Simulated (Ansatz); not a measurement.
Two structures of GeH$_{7}$OF, singlet, reached by relaxing down either side of one saddle point (PBE0-D4/def2-TZVP). Energies are electronic, without zero-point energy. Ansatz 0.2.0; basis: def2-TZVPP and def2-QZVPP; cores frozen in the correlated methods. Filled d shells of the heavier atoms are correlated. The def2 sets are not built for correlating such inner shells, so the correlated values are less sure here. Extrapolation: Hartree–Fock as exp(−7.88 √X), correlation as X^−2.97. First:

```
10
angstrom
Ge -0.7181 -1.3517 -0.2498
H 0.6817 -0.9804 -0.7966
H -0.8461 -2.8750 -0.4163
H -0.7962 -0.9922 1.2353
H -1.7832 -0.6346 -1.0757
H 0.5960 1.9332 0.2818
O -0.3254 1.8073 0.0303
H 1.7474 0.0693 -0.0266
F 2.2838 0.7415 0.3317
H -0.8399 2.2825 0.6857
```

Second:

```
atom    x (Å)    y (Å)    z (Å)
 Ge1  -1.2763  -0.5811  -0.1566
  H2   2.2041  -1.3672   0.4907
  H3  -0.5976  -0.9720  -1.4665
  H4  -0.9071  -1.5072   1.0109
  H5  -2.8006  -0.4493  -0.2930
  H6   0.8560   1.4666  -0.3534
  O7  -0.6173   1.0642   0.1845
  H8   2.2497  -0.6760   0.2079
  F9   1.7350   1.6137  -0.6752
 H10  -0.8459   1.4083   1.0505
```

Which bonds change from the first to the second?

GeH₄ + H₂O + HF → GeH₄O ([OH][GeH3]) + HF + H₂; bonds formed: Ge1–O7, H2–H8, H6–F9; bonds broken: Ge1–H2, H6–O7, H8–F9.

Give the saddle point's structure and its height above each. (An estimate is asked for; the value comes from the calculation.)

Computed: 1.856 eV above the first and 2.006 eV above the second (CCSD(T) at an estimated basis limit (MP2 extrapolated from triple and quadruple zeta, plus CCSD(T) − MP2 in triple zeta)).
Ge1  (-0.742, -0.827, -0.071)
H2  (1.121, -0.819, -0.153)
H3  (-0.648, -1.694, -1.333)
H4  (-0.554, -1.528, 1.284)
H5  (-2.218, -0.303, -0.038)
H6  (0.701, 1.318, 0.030)
O7  (-0.293, 1.104, -0.279)
H8  (1.629, -0.021, 0.110)
F9  (1.960, 1.077, 0.359)
H10  (-0.957, 1.692, 0.092)
(Å)

The T1 diagnostic stays at or below 0.013.

Labels in which every atom is bracketed show which atoms are joined, not bond orders.

For scale, one of the runs: CCSD(T)/def2-TZVPP, 208 basis functions, launched by `ansatz run in.yaml --threads 4 --pin off --events-out ev --progress --plain --max-ram 9574MiB`. The run took 88 s on 4 CPU threads of an Arm Neoverse V2 (shared host), with 3 GiB of host memory at its peak.
